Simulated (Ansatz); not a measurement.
Spectroscopic constants of CuAs, closed-shell singlet (lowest of 2S+1 = 1, 3, 5 at CCSD(T)/def2-TZVPP on PBE0 minima; our sources give no spin for the ground state, which may be another). No spin–orbit coupling. Cu is treated without relativity. As is treated without relativity.

Seven points along R, fitted to fifth degree in 1/R; most abundant isotopes. In def2 and cc sets the state is the lowest found near the PBE0 minimum, followed along R. The singlet is held restricted.

Correlated levels freeze the inner cores; with def2 sets outer-core shells near the valence are correlated too.

Run with Ansatz (Gaussian orbitals). Each number belongs to the level named beside it.

Energies at CCSD(T)/def2-TZVPP:

| R (Å) | E (hartree) |
|---|---|
| 2.067810 | -3874.08458756 |
| 2.123396 | -3874.08836547 |
| 2.174535 | -3874.09029042 |
| 2.232345 | -3874.09105268 |
| 2.290155 | -3874.09063939 |
| 2.356858 | -3874.08904206 |
| 2.434679 | -3874.08606576 |

**Question.** With a reduced mass of 34.2020 u, find the minimum, the force constant and the constants.

**Answer.** A fifth-degree polynomial in 1/R puts the minimum at r_e = 2.2386 Å with force constant 149 N/m. Then ω_e = (1/2πc)√(k/μ) = 272 cm⁻¹ and B_e = h/(8π²cμr_e²) = 0.09835 cm⁻¹; the cubic and quartic terms give α_e = 0.00048 and ω_e x_e = 0.88 cm⁻¹.

Doubts at one or more of the structures used: a restricted determinant that unrestricted orbitals would lower (CCSD(T)/def2-TZVPP).

Ansatz is an electronic-structure program.
